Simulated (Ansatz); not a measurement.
Geometry optimisation, RKS B3LYP/def2-SVP in Ansatz 0.2.0.

Input file:

```yaml
crystal:
  periodic: [false, false, false]
  atoms:
    - { symbol: B, position_ang: [-0.357, -2.0723, 0.7988] }
    - { symbol: O, position_ang: [0.6721, -1.0945, 0.4365] }
    - { symbol: C, position_ang: [0.1369, 0.2246, 0.4702] }
    - { symbol: O, position_ang: [-0.5406, 0.5173, -0.6516] }
    - { symbol: C, position_ang: [0.2181, 1.4966, -1.1939] }
    - { symbol: Se, position_ang: [1.6031, 1.5018, 0.1702] }
    - { symbol: H, position_ang: [-1.0663, -2.4781, -0.0564] }
    - { symbol: H, position_ang: [-0.531, -2.3307, 1.9057] }
    - { symbol: H, position_ang: [0.45073, -2.83659, 1.16258] }
    - { symbol: H, position_ang: [0.6098, 1.2045, -2.1476] }
    - { symbol: H, position_ang: [-0.3224, 2.4805, -1.1869] }
basis:
  gaussian: { orbitals: def2-SVP }
hamiltonian:
  xc: b3lyp
relax:
  f_tol: 0.02
  max_steps: 50
```

Launched with:

```bash
$ ansatz run input.yaml --threads 2 --pin off --max-ram 3072MiB --backend cpu --events-out ev --progress --plain --runs-dir out
```

**Question.** Where does it end, and by what steps?

**Answer.** It converged. After 10 steps the energy has fallen by 4.793 eV; C3 moved furthest, 0.55 Å.

| step | energy less start (eV) | largest force component (eV/Å) | accepted |
| --- | --- | --- | --- |
| 0 | 0.0000 | 4.786 | yes |
| 1 | -2.2752 | 5.745 | yes |
| 2 | -4.1131 | 2.077 | yes |
| 3 | -4.6387 | 0.782 | yes |
| 4 | -4.7661 | 0.492 | yes |
| 5 | -4.7735 | 0.422 | yes |
| 6 | -4.7882 | 0.191 | yes |
| 7 | -4.7903 | 0.149 | yes |
| 8 | -4.7923 | 0.029 | yes |
| 9 | -4.7925 | 0.021 | yes |
| 10 | -4.7925 | 0.009 | yes |

```xyz
11
Properties=species:S:1:pos:R:3
B -0.357 -2.320 0.950
O 0.641 -0.914 0.940
C 0.591 0.051 0.220
O -0.267 0.289 -0.775
C 0.180 1.572 -1.241
Se 1.640 1.666 0.107
H -1.044 -2.197 -0.043
H -0.927 -2.184 2.015
H 0.485 -3.193 0.919
H 0.534 1.512 -2.278
H -0.601 2.332 -1.107
```

The run took 59 s on 2 threads of Arm Neoverse V1 (shared host), peak memory 0.34 GiB.
